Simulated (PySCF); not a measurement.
# NMR data sheet: C5H10O4Si

```
Formula                               : C5H10O4Si
SMILES                                : CC(C)OC(=O)C(=O)O[SiH3]
Point group of the computed structure : C1
Degrees of unsaturation               : 2
Carbon signals                        : 4
Proton signals                        : 3
```

Mapped SMILES: `[CH3:1][CH:2]([CH3:3])[O:4][C:5](=[O:6])[C:7](=[O:8])[O:9][SiH3:10]`; H(Xn) means a hydrogen on atom n.

- GFN2-xTB geometry
- shielding tensors at PBE0/pcSseg-1 (GIAO)
- run in PySCF
- gas phase, one computed conformer, one averaged value for each set of equivalent atoms, non-relativistic Hamiltonian

Shifts are taken against calculated references (same method and geometry level): TMS for 1H (σref 31.72) and 13C (σref 186.93) and 29Si (σref 349.16); 17O (σref 336.08) vs H2O.

| carbon | δC, type | δH (multiplicity) | HMBC from (2–3 bonds) | span of the C tensor (ppm) |
| --- | --- | --- | --- | --- |
| C1/C3 | 23.2, CH3 | 1.39 (d) | H(C2), H(C1)/H(C3) | 42 |
| C2 | 72.7, CH | 5.17 (sept) | H(C1)/H(C3) | 80 |
| C5 | 163.1, C | – | H(C2) | 163 |
| C7 | 163.2, C | – | H(Si10) | 154 |

Other nuclei:
```json
{"atoms": "H(Si10)", "nucleus": "1H", "environment": "hydrogen on a silicon bonded to O", "δ (ppm)": "4.95", "σ (ppm)": "26.77"}
{"atoms": "Si10", "nucleus": "29Si", "environment": "silicon bonded to O, 3 H", "δ (ppm)": "-36.5", "σ (ppm)": "385.6"}
{"atoms": "O8", "nucleus": "17O", "environment": "carbonyl oxygen", "δ (ppm)": "451.8", "σ (ppm)": "-115.8"}
{"atoms": "O6", "nucleus": "17O", "environment": "ester carbonyl oxygen", "δ (ppm)": "437.7", "σ (ppm)": "-101.7"}
{"atoms": "O4", "nucleus": "17O", "environment": "ester alkoxy oxygen", "δ (ppm)": "242.7", "σ (ppm)": "93.4"}
{"atoms": "O9", "nucleus": "17O", "environment": "oxygen bonded to C, Si", "δ (ppm)": "181.8", "σ (ppm)": "154.3"}
```

Carbon types of the structure: 2 × C, 1 × CH, 2 × CH3, leaving 3 H on heteroatoms. δC 163.2: carbonyl carbon. δC 163.1: ester carbonyl carbon; it is a carbonyl in resonance with an O or N lone pair, the region of acids, esters and amides. δC 72.7: sp3 CH bonded to O; pulled downfield by the heteroatom. δC 23.2: methyl carbon; aliphatic region, no heteroatom directly attached. δH 5.17: hydrogen on an sp3 CH bonded to O; its carbon carries O, an electronegative neighbour.

Shifts are as computed. Against solution values, carbons near 30 ppm lie about +3 ppm off and those near 130 ppm about +5 ppm. Of 1211 compounds with measured shifts, 218 miss one by over three times the rms of a fit or turn the order of signals round; such compounds aren't used in these exercises. Unscaled 17O shifts of doubly bonded oxygen tend to come out too high, by tens of ppm or more. Experimental scales use liquid or dissolved standards, which lie at an offset from isolated H2O (liquid H2O: subtract about 36 ppm). Multiplicities follow the n + 1 count of equivalent neighbours, as no J values were calculated; m marks all less simple cases, F and P coupling included.
